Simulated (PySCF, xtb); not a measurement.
H6NSi2, SMILES [SiH2]N[SiH3] (connectivity only; charge and spin as stated), charge +1, multiplicity 1.

Harmonic wavenumbers (cm⁻¹) from GFN2-xTB run with xtb 6.7.1 at its own minimum, in rising order: 58, 154, 193, 423, 512, 517, 563, 594, 623, 708, 722, 734, 769, 1061, 1163, 2313, 2321, 2324, 2411, 2424, 3341.

Question: What does PBE-D3(BJ)/def2-SVP (PySCF) give at its own minimum? (An estimate is asked for; the answer gives what the named calculation found.)

Answer: 129, 193, 273, 531, 593, 614, 634, 734, 755, 874, 887, 891, 898, 1007, 1177, 2210, 2239, 2241, 2244, 2301, 3425. Paired by order, the mean absolute difference is 102 cm⁻¹ and the zero-point energies are 34.2 and 35.5 kcal/mol.
